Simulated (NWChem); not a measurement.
C₂H₃ClFNSi; SMILES N#CC[Si@@H](F)Cl

```xyz
9

N      0.0408    -3.3821    -0.1833
C      0.3906    -2.3214     0.1221
C      0.7984    -0.9741     0.4666
Si    -0.2813     0.3337    -0.3509
F     -1.7527     0.2587     0.3071
Cl     0.5359     2.1590     0.0952
H      0.7540    -0.8285     1.5591
H      1.8441    -0.8079     0.1578
H     -0.3996     0.1656    -1.8139
```
Atoms are numbered in this order, from 1.

Computed with NWChem. Pople sets run with spherical d functions. Structure relaxed at the PBE0/def2-SVP level. Vzz is the largest principal value of the second derivative of the potential at the nucleus (NWChem prints the opposite sign); η is the asymmetry. Non-relativistic.

```
level                  Vzz N1 (a.u.)  η N1  Vzz Cl6 (a.u.)  η Cl6  relative time
---------------------  -------------  ----  --------------  -----  -------------
PBE/def2-TZVP                 -0.888  0.07           2.024   0.08             10
PBE/6-31G*                    -0.673  0.07           2.000   0.08              3
Hartree-Fock/def2-SVP         -0.946  0.07           1.915   0.05              1
Hartree-Fock/6-31G*           -0.869  0.07           1.959   0.05              2
```

Relative times are rough (shared machine, one core).
